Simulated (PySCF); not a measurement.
# Er⁺ (erbium, charge +1) across methods

[Xe] 4f11 6s2, one real determinant (an excited configuration). All numbers are calculated (PySCF 2.14, the spin-free X2C one-electron Hamiltonian (Gaussian nucleus), in cc-pVDZ-X2C (8s7p5d3f1g, 84 functions)).

```csv
method,E (hartree),mean ε 4f β (eV),mean ε 6s α (eV),mean ε 6s β (eV),Σ⟨r²⟩ (bohr²),⟨S²⟩
LDA,-13076.56,-17.787,-11.109,-11.004,61.71,3.752
r2SCAN,-13085.73,-18.155,-10.927,-10.780,62.20,3.752
PBE0,-13085.37,-20.945,-11.458,-11.353,62.10,3.752
UHF,-13081.00117,-29.633,-12.399,-12.301,63.21,3.754
```

Task: Estimate the same row for PBE.

Result: E (hartree) = -13085.53; mean ε 4f β (eV) = -17.713; mean ε 6s α (eV) = -10.886; mean ε 6s β (eV) = -10.776; Σ⟨r²⟩ (bohr²) = 61.96; ⟨S²⟩ = 3.751.

⟨L²⟩ = 34.01 against 42 for a pure I term, so this real determinant mixes terms. Spin-orbit coupling, absent here, splits the open shell strongly.
